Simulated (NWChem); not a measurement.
TiH$_{3}$Cl; SMILES [TiH3][Cl]

Computed with NWChem. Each level has its own optimisation; frequencies are unscaled.

For level Hartree-Fock/3-21G:

```
Item                               Result
---------------------------------  ------
r Cl–Ti (Å)                         2.268
r H–Ti (Å)                          1.641
highest harmonic frequency (cm⁻¹)    1974
lowest (cm⁻¹)                         316
dipole (D)                           2.35
```

What are these values for level LDA (Slater exchange, VWN5)/def2-SVP?


* **r Cl–Ti (Å)**: 2.116
* **r H–Ti (Å)**: 1.694
* **highest harmonic frequency (cm⁻¹)**: 1702
* **lowest (cm⁻¹)**: 342
* **dipole (D)**: 0.19
